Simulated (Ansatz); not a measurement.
CH2AlBClF, 7 atoms. The species carries charge 0 and has multiplicity 1. The bonds changed during the relaxation, so this is another structure than the one it started from. All runs use 2 threads of an Arm Neoverse V1 on a shared host. Correlated methods freeze the cores.

How many basis functions does each run have, and how long does it take in Ansatz? RHF-CCSD(T)/def2-SVP energy; RKS r2SCANh-D4/def2-TZVPP energy; RKS B97M-V/def2-TZVPP energy; RKS B3LYP-D4/def2-TZVPP energy and forces; RKS PBE0-D4/def2-SVP energy; direct RPA on PBE orbitals/def2-TZVPP energy; RKS PBE0-D4/def2-TZVP relaxation (11 steps); RHF-MP2/def2-QZVPP energy; RKS PBE0-D4/def2-QZVPP energy; RKS ωB97M-V/def2-QZVPP energy; RKS BLYP-D4/def2-TZVPP energy; RKS ωB97M-V/def2-SVP energy. (Estimate.)

Computed: Other jobs shared the machine, so times are rough.

```csv
level,job,functions,wall time,peak host memory (GiB)
RKS PBE0-D4/def2-SVP,energy,88,1.6 s,0.38
RKS BLYP-D4/def2-TZVPP,energy,205,3.1 s,0.24
RHF-CCSD(T)/def2-SVP,energy,88,3.7 s,0.38
direct RPA on PBE orbitals/def2-TZVPP,energy,205,6.5 s,0.38
RKS B3LYP-D4/def2-TZVPP,energy and forces,205,6.5 s,0.51
RKS r2SCANh-D4/def2-TZVPP,energy,205,8 s,0.46
RKS ωB97M-V/def2-SVP,energy,88,8 s,0.38
RKS B97M-V/def2-TZVPP,energy,205,12 s,0.31
RKS PBE0-D4/def2-QZVPP,energy,371,12 s,1.1
RHF-MP2/def2-QZVPP,energy,371,23 s,1.6
RKS ωB97M-V/def2-QZVPP,energy,371,28 s,1.2
RKS PBE0-D4/def2-TZVP,relaxation (11 steps),179,63 s,0.41
```

B3LYP here is the variant with VWN-RPA as its local correlation; programs differ in this.
